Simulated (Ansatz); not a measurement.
AsBH$_{6}$O$_{3}$. Charge 0, multiplicity 1. The bonds changed during the relaxation, so this is another structure than the one it started from. The geometry is a stationary point of PBE0-D4/def2-TZVP. It is one conformer, not always the lowest.

```xyz
11

O     1.273    0.621    1.229
B     1.339    0.280   -0.092
O     0.656    1.083   -0.956
O     2.036   -0.786   -0.610
As   -2.083   -0.561    0.184
H     1.737    0.034    1.826
H     0.750    0.785   -1.862
H     2.484   -1.342    0.028
H    -2.153    0.807    0.837
H    -2.525   -0.017   -1.164
H    -3.514   -0.904    0.580
```

Q: What is the dipole moment at r2SCAN/def2-TZVPP? (An estimate is asked.)

A: Ansatz gave: 2.54 D, with components (1.55, -1.92, 0.58) D in this frame, pointing from negative to positive charge.

Q: And with PBE, B3LYP, ωB97M-V? (An estimate is asked.)

A: Ansatz gave: PBE 2.54 D, B3LYP 2.69 D, ωB97M-V 2.68 D.

Q: Give the Mulliken charges with r2SCAN, PBE, ωB97M-V in def2-TZVPP. (An estimate is asked.)

A: The calculation gave: 
| atom | r2SCAN | PBE | ωB97M-V |
| --- | --- | --- | --- |
| O1 | -0.32 | -0.26 | -0.29 |
| B2 | 0.42 | 0.27 | 0.38 |
| O3 | -0.35 | -0.28 | -0.31 |
| O4 | -0.35 | -0.29 | -0.31 |
| As5 | 0.04 | 0.02 | -0.06 |
| H6 | 0.19 | 0.18 | 0.16 |
| H7 | 0.21 | 0.20 | 0.19 |
| H8 | 0.19 | 0.18 | 0.17 |
| H9 | 0.00 | 0.01 | 0.04 |
| H10 | -0.02 | -0.01 | 0.02 |
| H11 | -0.02 | -0.02 | 0.01 |

B3LYP here is the variant with VWN-RPA as its local correlation; programs differ in this.
